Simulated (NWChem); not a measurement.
System: ethylene glycol (C2H6O2); SMILES OCCO

Input file for NWChem:

```
start job
memory heap 200 mb stack 900 mb global 1100 mb
geometry units angstroms noautoz
  O     -0.583103    -1.307559    -0.181237
  C      0.599196    -0.676016     0.254710
  C      0.555306     0.732905    -0.294144
  O     -0.594778     1.398969     0.134841
  H     -0.709594    -2.119064     0.317820
  H      0.645073    -0.629599     1.359940
  H      1.507621    -1.199099    -0.104554
  H      1.434202     1.297666     0.056114
  H      0.616010     0.683022    -1.401475
  H     -1.317427     0.774596    -0.013755
end
basis spherical
  * library sto-3g
end
dft
  xc b3lyp
  iterations 150
  mulliken
end
task dft energy
```

Output (shortened):

```
             Northwest Computational Chemistry Package (NWChem) 7.3.0
             --------------------------------------------------------

 C1  symmetry detected

                             Geometry "geometry" -> ""
                             -------------------------

 Output coordinates in angstroms (scale by  1.889725989 to convert to a.u.)

  No.       Tag          Charge          X              Y              Z
 ---- ---------------- ---------- -------------- -------------- --------------
    1 O                    8.0000    -0.58536387    -1.29833138    -0.17346116
    2 C                    6.0000     0.60183269    -0.67862183     0.26614282
    3 C                    6.0000     0.57207291     0.73174752    -0.27993234
    4 O                    8.0000    -0.57267619     1.40754665     0.14809526
    5 H                    1.0000    -0.72035758    -2.10963646     0.32368972
    6 H                    1.0000     0.64589592    -0.63485755     1.37155483
    7 H                    1.0000     1.50611312    -1.20935338    -0.09235872
    8 H                    1.0000     1.45543682     1.28765478     0.07323781
    9 H                    1.0000     0.63455816     0.68353660    -1.38723832
   10 H                    1.0000    -1.30075959     0.79017973    -0.00322110

 Effective nuclear repulsion energy (a.u.)     134.5608052880

                                 NWChem DFT Module
                                 -----------------

 Summary of "ao basis" -> "ao basis" (spherical)
 ------------------------------------------------------------------------------
       Tag                 Description            Shells   Functions and Types
 ---------------- ------------------------------  ------  ---------------------
 O                           sto-3g                  3        5   2s1p
 C                           sto-3g                  3        5   2s1p
 H                           sto-3g                  1        1   1s

            General Information
            -------------------
          SCF calculation type: DFT
          Wavefunction type:  closed shell.
          No. of atoms     :    10
          No. of electrons :    34
           Alpha electrons :    17
            Beta electrons :    17
          Charge           :     0
          Spin multiplicity:     1
          Use of symmetry is: off; symmetry adaption is: off
          Maximum number of iterations: 150
          AO basis - number of functions:    26
                     number of shells:    18
          Convergence on energy requested:  1.00D-06
          Convergence on density requested:  1.00D-05
          Convergence on gradient requested:  5.00D-04

              XC Information
              --------------
                         B3LYP Method XC Potential
                     Hartree-Fock (Exact) Exchange  0.200
                        Slater Exchange Functional  0.800 local
                    Becke 1988 Exchange Functional  0.720 non-local
              Lee-Yang-Parr Correlation Functional  0.810
                  VWN I RPA Correlation Functional  0.190 local

             Grid Information
             ----------------
          Grid used for XC integration:  medium
          Radial quadrature: Mura-Knowles
          Angular quadrature: Lebedev.
          Tag              B.-S. Rad. Rad. Pts. Rad. Cut. Ang. Pts.
          ---              ---------- --------- --------- ---------
          O                   0.60       49           9.0       434
          C                   0.70       49           8.0       434
          H                   0.35       45          10.0       434
          Grid pruning is: on
          Number of quadrature shells:   466
          Spatial weights used:  Erf1

      Superposition of Atomic Density Guess
      -------------------------------------

 Sum of atomic energies:        -224.71156220

      Non-variational initial energy
      ------------------------------

 Total energy =    -225.289534
 1-e energy   =    -578.031205
 2-e energy   =     218.180866
 HOMO         =      -0.168722
 LUMO         =       0.472683

     ---------------------------------------------
      Total Density - Mulliken Population Analysis
     ---------------------------------------------

    Atom       Charge   Shell Charges
 -----------   ------   -------------------------------------------------------
    1 O    8     8.64   2.00  1.81  4.83
    2 C    6     5.72   1.99  1.24  2.49
    3 C    6     5.72   1.99  1.23  2.50
    4 O    8     8.64   2.00  1.81  4.83
    5 H    1     0.65   0.65
    6 H    1     0.99   0.99
    7 H    1     0.99   0.99
    8 H    1     0.98   0.98
    9 H    1     1.00   1.00
   10 H    1     0.65   0.65

   convergence    iter        energy       DeltaE   RMS-Dens  Diis-err
 ---------------- ----- ----------------- --------- --------- ---------
 d= 0,ls=0.0,diis     1   -227.0483134711 -3.62D+02  5.84D-02  6.94D-01
 d= 0,ls=0.0,diis     2   -227.0592016966 -1.09D-02  3.07D-02  6.95D-01
 d= 0,ls=0.0,diis     3   -227.1597684187 -1.01D-01  1.99D-03  1.59D-03
 d= 0,ls=0.0,diis     4   -227.1600240602 -2.56D-04  5.79D-04  1.57D-04
 d= 0,ls=0.0,diis     5   -227.1600506633 -2.66D-05  9.82D-05  3.66D-06
 d= 0,ls=0.0,diis     6   -227.1600513310 -6.68D-07  1.77D-05  1.25D-07
 d= 0,ls=0.0,diis     7   -227.1600513512 -2.02D-08  4.20D-06  1.08D-08

         Total DFT energy =     -227.160051351224
      One electron energy =     -578.221313566289
           Coulomb energy =      246.947952684268
    Exchange-Corr. energy =      -30.447495757214
 Nuclear repulsion energy =      134.560805288010

 Numeric. integr. density =       34.000007783033

                       DFT Final Molecular Orbital Analysis
                       ------------------------------------

[...]
```

Level: B3LYP/STO-3G. Structure relaxed at the PBE0/def2-SVP level.
